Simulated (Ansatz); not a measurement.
Pulling on the Ge1–H3 bond in GeH4O (SMILES [OH][GeH3]) (multiplicity 1 held, fragments rigid). Energies count from the point at 1.542 Å.
Geometry at that point (charge 0, multiplicity 1):
```tsv
atom	x (Å)	y (Å)	z (Å)
Ge	-0.3290	0.0681	0.0733
O	1.3571	-0.3572	-0.3717
H	-0.5445	-0.1551	1.5839
H	-1.1863	-0.8852	-0.7652
H	-0.6085	1.5428	-0.2811
H	2.0121	0.1748	0.0902
```

Signs of static correlation in cc-pVDZ, with CASSCF(2,2), from Ansatz (a quantum-chemistry and plane-wave program) runs.

| R (Å) | T1 of restricted CCSD | ⟨S²⟩ of UHF | largest double amplitude of restricted CCSD | weight of the CASSCF reference in MRCISD | CASSCF natural occupations |
|---|---|---|---|---|---|
| 1.234 | 0.012 | 0.000 | 0.032 | 0.914 | 1.99 0.01 |
| 1.388 | 0.012 | 0.000 | 0.030 | 0.914 | 1.99 0.01 |
| 1.542 | 0.012 | 0.000 | 0.034 | 0.914 | 1.98 0.02 |
| 1.696 | 0.012 | 0.000 | 0.054 | 0.914 | 1.97 0.03 |
| 1.851 | 0.013 | 0.000 | 0.070 | 0.914 | 1.96 0.04 |
| 2.082 | 0.014 | 0.000 | 0.130 | 0.914 | 1.93 0.07 |
| 2.313 | 0.016 | (withheld) | 0.187 | 0.914 | 1.88 0.12 |
| 2.699 | 0.024 | 0.742 | 0.297 | 0.914 | 1.75 0.25 |
| 3.084 | 0.036 | 0.907 | (withheld) | 0.913 | 1.57 0.43 |
| 3.547 | 0.052 | 0.975 | 0.600 | 0.913 | 1.35 0.65 |
| 4.164 | 0.068 | 0.999 | 0.781 | 0.914 | 1.16 0.84 |
| 4.935 | 0.074 | 1.004 | 0.901 | 0.914 | 1.05 0.95 |

Problem. Complete the blanks.

Solution. 
- 2.313, ⟨S²⟩ of UHF: 0.295
- 3.084, largest double amplitude of restricted CCSD: 0.431

Doubts at one or more of the structures used: a restricted determinant that unrestricted orbitals would lower (R-CCSD(T)/cc-pVDZ); other coupled-cluster roots lie near (R-CCSD(T)/cc-pVDZ); T1 above 0.05 (R-CCSD(T)/cc-pVDZ, U-CCSD(T)/cc-pVDZ); a spin-contaminated determinant (U-CCSD(T)/cc-pVDZ).
